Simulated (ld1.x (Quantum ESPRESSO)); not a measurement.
## cobalt ultrasoft: all-electron and pseudo phase curves

ld1.x (Quantum ESPRESSO) 7.5 input, shortened:

```
&input
   title='Co', zed=27., rel=1, dft='PZ', iswitch=3,
   config='[Ar] 3d7 4s1.5 4p0.5 4f-2'
 /
 &inputp
   pseudotype=3, tm=.true., lloc=-2, rcloc=0.95,
   nlcc=.true., rcore=0.85,
   which_augfun='PSQ', rmatch_augfun_nc=.true.
 /
8
4S  1  0   1.50   0.00  1.95  2.60  0.0
4S  1  0   0.00   0.85  1.95  2.60  0.0
3P  2  1   6.00   0.00  1.40  1.65  0.0
4P  3  1   0.50   0.00  1.40  1.65  0.0
3D  3  2   7.00   0.00  0.85  1.00  0.0
3D  3  2   0.00   0.30  0.85  1.00  0.0
4F  4  3  -2.00   0.05  2.25  2.45  0.0
4F  4  3  -2.00   2.65  2.25  2.45  0.0
 &test
   configts(1)='3p6 3d7 4s1.5 4p0.5'
 /
```

The phase is arctan(r·u′/u) with u = r·R(r), unwrapped; energies in Ry, scanned from -7 to 5 Ry. A pole is an energy at which the radial function vanishes at the test radius. The pseudo phase is shifted by a multiple of π to meet the all-electron one at the reference energy, and phase errors are pseudo minus all-electron; the curves can meet again beyond the range given. Levels narrower than the energy grid can be missing from the lists of poles.

For each channel, where are the poles, and over which energies does the pseudopotential scatter like the atom?

```json
{"channel": "s", "radius (bohr)": "2.85", "reference energy (Ry)": "-0.46", "poles, all-electron": "0.70", "poles, pseudo": "0.70", "unbroken range about the reference energy with phases within 0.05 rad": "below 3.6", "phase error 1 Ry above the reference energy (rad)": "+0.000"}
{"channel": "d", "radius (bohr)": "2.85", "reference energy (Ry)": "-0.69", "poles, all-electron": "-0.62, 3.21", "poles, pseudo": "-0.62, 3.21", "unbroken range about the reference energy with phases within 0.05 rad": "the whole range", "phase error 1 Ry above the reference energy (rad)": "+0.000"}
{"channel": "f", "radius (bohr)": "2.85", "reference energy (Ry)": "0.05", "poles, all-electron": "4.01", "poles, pseudo": "3.97", "unbroken range about the reference energy with phases within 0.05 rad": "below 5.0", "phase error 1 Ry above the reference energy (rad)": "-0.000"}
```

Note: ghost state, extra bound levels that the all-electron valence spectrum of the same l lacks: s at -128.4 eV (p not tested). A true bound ghost makes a file unfit for plane-wave use. Its overlap operator is not positive definite in a basis up to 400 Ry (lowest eigenvalue p -13.35), so the file is unfit for use: the generalised eigenproblem breaks down once the basis is large enough, and its test numbers describe a broken file.

Phases in the s channel:

```tsv
E (Ry)	all-electron	pseudo
-7.00	1.431	1.431
-6.48	1.424	1.425
-5.96	1.417	1.417
-5.44	1.409	1.409
-4.92	1.398	1.399
-4.40	1.386	1.386
-3.88	1.371	1.371
-3.36	1.351	1.351
-2.84	1.323	1.323
-2.32	1.281	1.281
-1.80	1.208	1.208
-1.28	1.044	1.044
-0.76	0.386	0.386
-0.24	-1.089	-1.089
0.28	-1.458	-1.458
0.80	-1.589	-1.589
1.32	-1.672	-1.672
1.84	-1.752	-1.752
2.36	-1.859	-1.860
2.88	-2.075	-2.079
3.40	-2.782	-2.815
3.92	-3.993	-4.029
4.44	-4.382	-4.402
4.96	-4.523	-4.539
```
